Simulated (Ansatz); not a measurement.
## A reaction path, image by image

BH₃BrCl, closed shell, from a complex of BH₂Cl ([BH2][Cl]) + HBr to a complex of BH₂Br ([BH2][Br]) + HCl; PBE0-D4/def2-SVP (Ansatz 0.2.0). Settings:

```yaml
hamiltonian: {xc: pbe0, dispersion: d4}
neb:
  images: 5
  climbing: true
  max_iterations: 40
  initial_path: idpp
```

First end:

```
atom    x (Å)    y (Å)    z (Å)
  B1  -0.5039  -0.4376  -0.7736
 Cl2   1.0174  -0.1162  -1.5730
  H3  -0.6511  -1.5037  -0.2681
  H4  -1.3639   0.3781  -0.8681
  H5   1.3960   1.0049   1.4932
 Br6   0.1054   0.6745   1.9897
```

Second end:

B1  (-0.908, -0.325, 0.060)
Cl2  (1.663, 0.281, -1.088)
H3  (-0.689, -1.475, -0.131)
H4  (-1.401, 0.412, -0.729)
H5  (1.970, 0.766, 0.057)
Br6  (-0.636, 0.340, 1.832)
(Å)

The ends were relaxed with PBE0-D4 in triple zeta, so they are not quite minima here (largest force components 0.30 and 0.34 eV/Å).

Energies along the converged band: It took 15 iterations. Path lengths are measured after rigid turns and shifts between images are taken out.
```csv
image,path length (Å),energy (eV)
0,0.00,0.000
1,0.50,0.018
2,1.00,0.189
3 (climbing),1.50,0.463
4,1.96,0.266
5,2.41,0.129
6,2.87,0.113
```
Energies count from the first end.

The images between the ends:
Image 1:
```xyz
6
angstrom
B -0.4694 -0.3919 -0.6713
Cl 1.1041 -0.0241 -1.3860
H -0.6277 -1.4900 -0.2108
H -1.3485 0.4136 -0.8179
H 1.2503 0.8367 1.1383
Br 0.0911 0.6557 1.9478
```

Image 2:
```xyz
6
angstrom
B -0.4386 -0.3247 -0.4974
Cl 1.1926 0.0691 -1.1985
H -0.6043 -1.4648 -0.1611
H -1.3246 0.4382 -0.7681
H 1.1346 0.6975 0.8403
Br 0.0401 0.5845 1.7849
```

Image 3:
```xyz
6
angstrom
B -0.4843 -0.2715 -0.2767
Cl 1.2983 0.1776 -0.9841
H -0.5936 -1.4621 -0.1761
H -1.3117 0.4360 -0.7811
H 1.1507 0.6049 0.5317
Br -0.0596 0.5150 1.6865
```

Image 4:
```xyz
6
angstrom
B -0.6175 -0.2689 -0.1108
Cl 1.4005 0.2268 -0.9519
H -0.5918 -1.4662 -0.1863
H -1.3111 0.4349 -0.7915
H 1.3822 0.6234 0.3154
Br -0.2625 0.4499 1.7252
```

Image 5:
```xyz
6
angstrom
B -0.7749 -0.2964 -0.0101
Cl 1.5432 0.2610 -1.0155
H -0.6274 -1.4768 -0.1691
H -1.3485 0.4290 -0.7750
H 1.6649 0.6926 0.1969
Br -0.4575 0.3906 1.7729
```

The band counts as converged below 0.05 eV/Å. Hardware: 2 CPU threads, shared host. Wall time about 6 min.
